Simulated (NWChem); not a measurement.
CH3FOSi; SMILES O=C[SiH2]F

```xyz
7

O      0.0822    -2.0847     0.0000
C     -0.5361    -1.0482     0.0000
Si     0.4674     0.5904     0.0000
F     -0.5518     1.8581     0.0000
H     -1.6616    -1.0514     0.0000
H      1.3007     0.6366    -1.2307
H      1.3007     0.6366     1.2307
```
Atoms are numbered in this order, from 1.

Results from NWChem. The geometry was optimised at PBE0/def2-SVP. Level: PBE/def2-SVP with SMD (1 M gas to 1 M solution), gas-phase geometry. Reactions with the solvent are ignored.

```
solvent                dielectric constant  solvation free energy (kcal/mol)  cavity-dispersion-structure term (kcal/mol)  dipole in solution (D)
---------------------  -------------------  --------------------------------  -------------------------------------------  ----------------------
water                                 78.4                                 ?                                            ?                    1.00
acetone                               20.5                              -2.7                                          0.1                    0.76
ethylene glycol                       40.2                               1.0                                          5.1                    1.00
N,N-dimethylformamide                 37.2                              -2.6                                          0.3                    0.75
dimethyl sulfoxide                    46.8                              -2.1                                          0.7                    0.75
```

### Question
What belongs in the gaps?

### Answer

- water, solvation free energy (kcal/mol): 0.4
- water, cavity-dispersion-structure term (kcal/mol): 4.6
